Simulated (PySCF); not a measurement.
## Excitation energy of Ho²⁺ by level of theory

Ho²⁺ [Xe] 4f11 (high-spin determinant) → Ho²⁺ [Xe] 4f10 6s1 (high-spin determinant), as a difference of total energies. Calculation: PySCF 2.14, in x2c-TZVPPall; the spin-free X2C one-electron Hamiltonian (Gaussian nucleus). The calculations carry no spin-orbit coupling.

```tsv
method	excitation energy (eV)
LDA	4.220
PBE	3.938
PBE0	3.064
r2SCAN	3.400
```

The basis was made for the ground configuration and has no added diffuse functions, so the excitation energy can come out too high.

The determinant of the upper state and of the lower state mixes LS terms, which raises its energy above the lowest term, most at the Hartree-Fock and MP2 levels.
